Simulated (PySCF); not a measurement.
Structure problem from calculated spectra and properties.

Formula: C3H8BF3S2.

| Quantity | Value |
| --- | --- |
| Triplet | lowest triplet excitation (Tamm–Dancoff): 5.22 eV [TDA B3LYP/def2-SVPD] |
| Rotational structure | rotational constants A, B, C: 2.241, 0.617, 0.594 GHz [PBE0-D3(BJ)/def2-SVP] |
| 13C NMR | chemical shifts (computed TMS as zero) by class: 140.7 (1 C), 25.5 (2 C) ppm [GIAO PBE0/pcSseg-1] |
| UV, strongest line | among the 10 lowest singlet transitions: S8 at 6.96 eV (178 nm, f = 0.042) [TDDFT B3LYP/def2-SVPD] |
| NMR, other nuclei | isotropic shieldings of nuclei other than C and H, by class: 114 (1 B), 227 (3 F), 501 (1 S), 532 (1 S) ppm [GIAO PBE0/pcSseg-1] |
| Valence photoelectron | vertical ionisation energy: 8.91 eV [ΔSCF B3LYP/def2-SVPD] |
| Dipole | 6.70 D [B3LYP/def2-SVPD] |
| Polarisability | 100.4 au [B3LYP/def2-SVPD] |
| UV, first state | lowest singlet excitation: 5.45 eV (227 nm, f = 0.006) [TDDFT B3LYP/def2-SVPD] |

Electronic properties: PySCF, gas phase, density fitting. Levels stand in brackets. Isolated species at its PBE0-D3(BJ)/def2-SVP geometry (one conformer only). Each NMR value is the plain mean over a class of atoms that symmetry, rotation or inversion makes alike.

Question: What is the compound? Reason from the data.

Answer: Numbering: `[CH3:1][S+:2]([CH3:3])[BH2-:4][S:5][C:6]([F:7])([F:8])[F:9]`. 3 carbons fall into 2 classes; from least to most shielded: CF3 carbon [C6] (140.7 ppm), S-methyl carbon [C1/C3] (25.5 ppm, 2 C). The other shieldings belong to: 114 ppm, four-coordinate boron [B4]; 227 ppm, fluorine of a CF3 group [F7/F8/F9]; 501 ppm, sulfur bonded to B and C [S5]; 532 ppm, sulfur bonded to B and 2 C [S2]. S1 is mainly HOMO→LUMO (weight 0.90); the largest Löwdin shares of the orbital it empties are 0.65 on the sulfur bonded to B and C, 0.08 on the four-coordinate boron, 0.07 on the sulfur bonded to B and 2 C and 0.06 on the CF3 carbon, of the orbital it fills 0.41 on the sulfur bonded to B and 2 C, 0.15 on an S-methyl carbon, 0.08 on an S-methyl carbon and 0.08 on a methyl hydrogen. The optimised geometry has point group C1 and is an asymmetric top. Structure: `C[S+](C)[BH2-]SC(F)(F)F`. The assignments are read from this structure; whether some other isomer fits the data as well wasn't checked.

Conformer computed: `[CH3:1][S+:2]([CH3:3])[BH2-:4][S:5][C:6]([F:7])([F:8])[F:9]`: C1–S2–B4–S5 -62°, S2–B4–S5–C6 -81°, B4–S5–C6–F7 -65°.
